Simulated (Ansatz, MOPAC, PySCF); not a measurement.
Species: diiodo(dimethyl)germane, C2H6GeI2, net charge 0, singlet state. SMILES: [CH3][Ge]([CH3])([I])[I]
Structure (B3LYP-D3(BJ)/def2-TZVP (Ansatz, a quantum-chemistry and plane-wave program) minimum search):
```xyz
11

C      1.8667    -1.6817    -0.3506
Ge     0.1036    -0.8572    -0.1583
C     -1.4120    -2.0793    -0.3438
I     -0.1204     0.9596    -1.9316
I     -0.0220     0.2180     2.1490
H      2.6379    -0.9243    -0.2316
H      1.9872    -2.4485     0.4143
H      1.9449    -2.1295    -1.3411
H     -2.3414    -1.5281    -0.2212
H     -1.3850    -2.5333    -1.3342
H     -1.3427    -2.8523     0.4212
```

Unscaled harmonic wavenumbers (cm⁻¹) in rising order, each level at the stationary point that it reaches from this structure (no distance between atoms moves by over 0.3 Å); the order of modes can differ between levels, and a negative number is imaginary. B3LYP-D3(BJ)/def2-TZVP (PySCF, at the structure above): 69, 125, 134, 140, 144, 152, 157, 218, 249, 571, 611, 771, 791, 829, 865, 1263, 1270, 1449, 1454, 1455, 1465, 3047, 3048, 3132, 3133, 3150, 3150.

PM3 (MOPAC): 66, 80, 84, 118, 126, 148, 159, 243, 284, 583, 586, 844, 857, 862, 885, 1305, 1326, 1387, 1387, 1387, 1388, 3146, 3146, 3156, 3156, 3233, 3234. Zero-point energy 47.4 against 47.0 kcal/mol; where all levels lie over 400 cm⁻¹, the wavenumbers are on average 1.013 times those of B3LYP-D3(BJ)/def2-TZVP.

PM6 (MOPAC): 61, 79, 87, 120, 121, 154, 172, 208, 236, 633, 646, 843, 844, 873, 889, 1217, 1224, 1226, 1227, 1269, 1277, 2678, 2678, 2680, 2681, 2771, 2776. Zero-point energy 42.4 against 47.0 kcal/mol; where all levels lie over 400 cm⁻¹, the wavenumbers are on average 0.944 times those of B3LYP-D3(BJ)/def2-TZVP.

HF/3-21G (Ansatz): 73, 135, 136, 158, 161, 161, 169, 208, 235, 641, 689, 884, 906, 951, 981, 1470, 1482, 1603, 1608, 1609, 1617, 3198, 3199, 3272, 3273, 3294, 3294. Zero-point energy 50.6 against 47.0 kcal/mol; where all levels lie over 400 cm⁻¹, the wavenumbers are on average 1.103 times those of B3LYP-D3(BJ)/def2-TZVP.

B3LYP/6-31G* with LANL2DZ past Ar (Ansatz): 66, 125, 129, 142, 146, 151, 154, 199, 231, 557, 601, 805, 819, 864, 898, 1308, 1321, 1477, 1482, 1484, 1495, 3068, 3069, 3153, 3155, 3174, 3174. Zero-point energy 47.5 against 47.0 kcal/mol; where all levels lie over 400 cm⁻¹, the wavenumbers are on average 1.017 times those of B3LYP-D3(BJ)/def2-TZVP.
